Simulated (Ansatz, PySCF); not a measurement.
The pair A = C2H4 (SMILES C=C) (first 6 atoms), B = CHN (SMILES C#N); geometry from B3LYP-D3(BJ)/def2-TZVP.
(charge 0, multiplicity 1):
```xyz
9

C      0.65588     0.01107    -0.00145
C     -0.66699     0.04372     0.08925
H      1.20532    -0.92255     0.01977
H      1.24179     0.91583    -0.11153
H     -1.21719     0.97657     0.05710
H     -1.25371    -0.86180     0.18834
C      0.24876     0.27419     3.66553
N      0.32837     0.35005     4.80690
H      0.17401     0.20284     2.59865
```

Correlated levels freeze the cores. CBS(a, b) extrapolates the correlation energy as X⁻³ and adds the Hartree–Fock energy of set b. MP2 and its Hartree–Fock in aug-cc-pVTZ are density fitted.

Run with Ansatz (an electronic-structure program) with Gaussian orbitals; PySCF for the dispersion terms. 

The monomers are drawn apart, rigid, along the line of their centres of mass. Counterpoise-corrected interaction energies (kcal/mol):

```tsv
level	R = 5.255 Å	R = 6.315 Å
PBE/def2-TZVPPD	-1.0872	-0.4241
PBE-D3(BJ)/def2-TZVPPD	-1.3527	-0.5051
wB97M-V/def2-TZVPPD	-1.2367	-0.5058
MP2/CBS(aug-cc-pVDZ, aug-cc-pVTZ) + ΔCCSD(T)/aug-cc-pVDZ	-1.1891	-0.4812
```

### Question
R is the distance of the centres of mass. Find the local exponent m of E ∝ R⁻ᵐ between the two points.

### Answer

m = ln(E₁/E₂)/ln(R₂/R₁): PBE/def2-TZVPPD 5.1; PBE-D3(BJ)/def2-TZVPPD 5.4; wB97M-V/def2-TZVPPD 4.9; MP2/CBS(aug-cc-pVDZ, aug-cc-pVTZ) + ΔCCSD(T)/aug-cc-pVDZ 4.9. For scale, two fixed dipoles give m = 3, dipole and quadrupole 4, quadrupoles 5, and dispersion or dipole-induced dipole 6 at long range; at these distances several terms mix, and what is left of overlap and damping shifts m, so it need not match one of them.
